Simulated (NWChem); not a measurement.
Basis-set convergence for HIOSi

```xyz
4

Si    -1.1348    -1.2745     0.0000
I      0.2966     0.7680     0.0000
O      0.0547    -2.4388     0.0000
H     -0.2721    -3.3479     0.0000
```
Charge 0, spin multiplicity 1.

The numbers come from NWChem runs, not from measurements. The geometry was optimised at PBE0/def2-SVP with def2 effective core potentials on I, a minimum by its harmonic frequencies. It is one conformer; others weren't searched.

Quantity: first vertical ionisation energy at the level G0W0@PBE.

Effective core potentials replace the inner electrons of I; spin-orbit coupling is left out. GW and range-separated runs recompute their integrals, the others keep them in memory, which bears on the times. The structure started from a generated list of species.

Costs are rough ratios of processor time within this set of runs, SCF included, with def2-SVP as 1.

```tsv
basis	functions	first vertical ionisation energy (eV)	relative cost
def2-SVP	63	(withheld)	1
def2-SVPD	90	8.32	under 3
def2-TZVP	124	8.62	5
def2-TZVPP	137	(withheld)	6
def2-TZVPD	151	8.61	8
def2-QZVP	239	(withheld)	40
```

Q: Fill in the missing entries.

A: 
- def2-SVP, first vertical ionisation energy (eV): 8.26
- def2-TZVPP, first vertical ionisation energy (eV): 8.64
- def2-QZVP, first vertical ionisation energy (eV): 8.84
